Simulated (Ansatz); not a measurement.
A run for Ansatz (an electronic-structure program): U-wB97X-V/cc-pV(T+d)Z on SiS, a point of a bond scan (R = 3.392 Å). Files ending in .json are basis or fitting sets from the Basis Set Exchange.

Ansatz 0.2 input:
```yaml
crystal:
  periodic: [false, false, false]
  atoms:
    - {symbol: Si, position_ang: [-0.00000000, -0.00000000, -1.03360590]}
    - {symbol: S, position_ang: [0.00000000, 0.00000000, 2.35791346]}
basis:
  gaussian:
    orbitals: cc-pV_T+d_Z.json
hamiltonian:
  xc: {name: wB97X-V}
magnetization: {spin_polarized: true, initial_magnetization: 0}
```

Output:

```
WARN ansatz: RAYON_NUM_THREADS=1 ignored (pool sized by the plan → 1); use --threads N
Functional definition: wB97X-V
integrals: 0.03 GiB planned
618 factors; their error is unknown
integrals: 0.06 GiB planned
96 factors; integrals over basis functions are off by at most 1.4e-4 eV
mean field: 0.33 GiB planned
mean field evaluation 1: about -18690.1544 eV, gradient 3.0e1 eV
mean field evaluation 2: about -18567.2215 eV, gradient 8.7e1 eV
mean field evaluation 4: about -18695.1998 eV, gradient 3.5e1 eV
mean field evaluation 8: about -18703.2046 eV, gradient 1.7e0 eV
mean field evaluation 16: about -18703.5660 eV, gradient 1.0e-1 eV
mean field evaluation 32: about -18705.1683 eV, gradient 2.5e-5 eV
mean field evaluation 64: about -18705.1660 eV, gradient 1.7e-1 eV
mean field evaluation 96: about -18705.1575 eV, gradient 5.5e-1 eV
mean field evaluation 128: about -18705.1320 eV, gradient 6.8e-1 eV
mean field evaluation 160: about -18705.0614 eV, gradient 2.2e0 eV
mean field -18705.16831718 eV, -687.4022568377 hartree, gradient 3.2e-6 eV, S^2 1.506752; 8 other end points of the search recorded, 0 dependent functions left out
reference -18705.16831731 eV, -687.4022568428 hartree; 15, 15 occupied and 63, 63 virtual orbitals, 618 factors
Total energy: -18705.16831731 eV, -687.4022568428 hartree
```

Self-consistency was reached. Its determinant has ⟨S²⟩ = 1.51, a mixture of spin states.

Cost: around 50 core-seconds (rough).
